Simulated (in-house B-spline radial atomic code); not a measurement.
A calculation on the copper ion Cu³⁺: its settings, and results tabulated from the run. All numbers are computed (scalar-relativistic (X2C) Hartree-Fock, spin-polarised, averaged over the determinants with the given up and down occupations; Fermi nucleus of rms radius 3.8823 fm, inside a hard spherical wall at 1.6 bohr) with a B-spline radial code for spherical atoms, not measured.

Command:
```bash
python run_scf.py task.json out
```
Settings (nuclear radius in fm, mass in u):
```
Z                29
configuration    [Ne] 3s2 3p5 3d9
hamiltonian      x2c
method           hf
spin_polarised   True
nucleus          fermi
rms_radius       3.8823
atomic_mass      62.9296
speed_of_light   137.035999084
wall_radius      1.6
```

Output (hartree, bohr):
```
 radial grid: 58 intervals, B-splines of order 8, outer radius 1.6 bohr

 iter        energy (Eh)    residual
    1      -1643.4948526    3.91e-01
    2      -1643.9405802    6.11e-02
    3      -1643.9989465    2.00e-02
    4      -1644.0035401    7.37e-03
    5      -1644.0039055    1.82e-03
    6      -1644.0039784    1.96e-04
    7      -1644.0039792    4.85e-05
    8      -1644.0039792    5.00e-06
    9      -1644.0039792    2.16e-07

 total energy                    -1644.003979
 kinetic                           1698.67341
 electron-nucleus                 -3977.55128
 electron-electron                  634.87389

 orbital      occ     eigenvalue          <r>       <r^2>       <1/r>       r_max
 1s up      1.000     -332.92382     0.051753  0.00361555     29.6457     0.03373
 1s down    1.000     -332.87876    0.0517466  0.00361455     29.6484     0.03373
 2s up      1.000      -42.06517     0.234327   0.0649088     6.42649      0.1961
 2s down    1.000      -41.98212     0.234001   0.0646829     6.43247       0.196
 2p up      3.000      -36.22055     0.206538   0.0523949     6.21082      0.1582
 2p down    3.000      -36.10735     0.206613   0.0524289     6.20817      0.1583
 3s up      1.000       -6.08460     0.692369     0.54195      2.0245      0.6195
 3s down    1.000       -5.67094     0.695558    0.546844     2.00957      0.6206
 3p up      3.000       -4.26299     0.704801      0.5656     1.90346      0.6268
 3p down    2.000       -3.98187     0.707607    0.570229     1.89679      0.6283
 3d up      5.000       -1.18693      0.70559    0.572191     1.69981       0.598
 3d down    4.000       -0.96340     0.708248    0.576885     1.69595      0.5987
```

Run time, properties included: 0.2 s on 1 thread of Arm Neoverse V1 (shared host).

One-electron X2C: radii and densities carry no picture-change correction, so inner-shell <1/r> comes out high (for 1s by about 2 % at Z = 33, 5 % at 54, 10 % at 75, 30 % at 118) and <r> low.
